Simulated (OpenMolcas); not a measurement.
# What dynamic correlation does to the levels of Ar6+

* Program: OpenMolcas 26.06
* Basis: ANO-RCC-VTZP [5s4p2d1f]
* Scalar Hamiltonian: DKH2, point nucleus
* Active space: 2 electrons in 8 orbitals (3s 3p 4s 4p)
* State averaging: 2S+1 = 3 even, 3 roots; 2S+1 = 1 even, 6 roots; 2S+1 = 3 odd, 3 roots; 2S+1 = 1 odd, 3 roots
* Spin-orbit coupling: state interaction with AMFI integrals over the reference wave functions, term energies averaged over their components

Methods on the same reference wave functions:
A. CASSCF
B. SS-CASPT2, IPEA 0.25 Eh, imaginary shift 0.1 Eh (closed shells correlated: 2s 2p)

Energies in cm-1 above 3s2 1S0, the measured ground level; measured values from Saloman, J. Phys. Chem. Ref. Data 39, 033101 (2010).

```tsv
Level	A	B	Measured
3s2 1S0	0.0	0.0	0.0
3s 3p 3P* 0	113430	112842	113101
3s 3p 3P* 1	114195	113604	113906
3s 3p 3P* 2	115771	115183	115590
3s 3p 1P* 1	186979	174999	170722
```

Deviations, from unrounded energies. A percentage is the sum of absolute deviations over the sum of measured energies, with the sign that they share, or ± where signs differ.

```tsv
Against measurement	Levels	A	B
mean absolute deviation (cm-1)	4	4300	1300
other configurations (%)	4	+3.3	±1.0
```

B lies closest to measurement on these levels. The largest miss of B in the table is 3s 3p 1P* 1, by +4300 cm-1. The ranking rests on the paired levels alone, and a cruder setting can come out closer through cancelling errors.

The lowest spin-free term lies below A's lowest term by 0.034 hartree in B.

Over all roots computed the reference weight is 0.93 to 1.00 in B; the roots of lowest weight are the least certain, and an intruder state may touch them. Active for correlation alone: 4p 4s; no level in the range computed is led by a configuration that fills them, so any true level of that kind is missing. Measured partners are found by configuration, term and J. A level has none where our copy of the source lacks it or the pairing is in doubt (some pairs that miss far off the trend of their configuration count as doubtful), and it then counts in no deviation. Only configurations of the active space appear. The table leaves out levels that lie high or whose names do not pair safely across all columns.

* marks odd parity.
